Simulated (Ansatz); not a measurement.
`[BH2][GeH2][F]` + H₂O → `[BH2][GeH2][OH]` + H–F at 600 K and 1 bar (formal hydrolysis of a Ge–F bond).

Gas-phase electronic energies from Ansatz, PBE0-D4/def2-TZVP geometries. CCSD(T)/CBS is the MP2 limit (def2-TZVPP, def2-QZVPP) plus CCSD(T) − MP2 in def2-TZVPP, frozen cores. This one scheme is used for every species. For Ge outer-core shells are correlated without core-valence functions, which leaves a few kJ/mol of doubt a bond. Scalar relativity is left out up to krypton. Each species was taken in one conformer, which may not be the lowest.

```tsv
species	CCSD(T)/CBS energy (Eh)	H − E (kJ/mol)	S (J/(mol·K))
`[BH2][GeH2][F]`	-2203.09407	144.4	369.9
H₂O	-76.37941	76.8	212.8
`[BH2][GeH2][OH]`	-2179.06509	179.4	387.3
H–F	-100.39570	42.3	194.0
```

H − E and S are ideal-gas, rigid-rotor, harmonic terms from PBE0-D4/def2-TZVP, for one conformer and one mirror image of each species. 1 Eh = 2625.50 kJ/mol, R = 8.31446 J/(mol·K).

**Question.** By hand: ΔE, ΔH, ΔS and ΔG.

**Answer.** ΔE = (-2179.06509) + (-100.39570) − (-2203.09407) − (-76.37941) = 0.01269 Eh = 33.3 kJ/mol. Δ(H − E) = 179.4 + 42.3 − 144.4 − 76.8 = 0.5, so ΔH = 33.8 kJ/mol. ΔS = 387.3 + 194.0 − 369.9 − 212.8 = -1.4 J/(mol·K). ΔG = 33.8 − 600 × (-1.4)/1000 = 34.6 kJ/mol.

**Question.** By hand: the equilibrium constant, and the temperature at which ΔG would vanish if ΔH and ΔS stayed fixed.

**Answer.** log₁₀ K = −ΔG/(RT ln 10) = -3.0. ΔH and −TΔS have one sign here, so there is no such temperature.

The number of gas molecules stays the same, so ΔS is small and ΔH decides. A doubt of 5 kJ/mol in ΔE shifts log₁₀ K by 0.4 here. Other conformers and mirror images would add mixing entropy, several J/(mol·K) or more a flexible species. These are equilibria of isolated gas molecules and say nothing of rates. Largest T1 diagnostic: 0.012 (customary marks: 0.02 for closed shells, 0.045 for open ones).

ΔS is within the doubt of such terms, so its sign, and with it that verdict, could turn.
